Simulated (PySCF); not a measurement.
A structure optimised at B3LYP-D3(BJ)/def2-TZVP, used in a PySCF frequency run:

```
C
H 1 1.0892
H 1 1.0964 2 108.96
H 1 1.0964 2 108.96 3 -113.96
B 1 1.5501 2 114.88 4 -123.02
H 5 1.1892 1 122.69 2 180.00
Cl 5 1.7596 6 115.60 1 180.00
```

Question: Write its SMILES, formula and point group.

Answer: CBCl, CH4BCl, Cs

Question: What are its rotational constants (standard atomic weights)?

Answer: 42.698, 5.0655, 4.6555 GHz
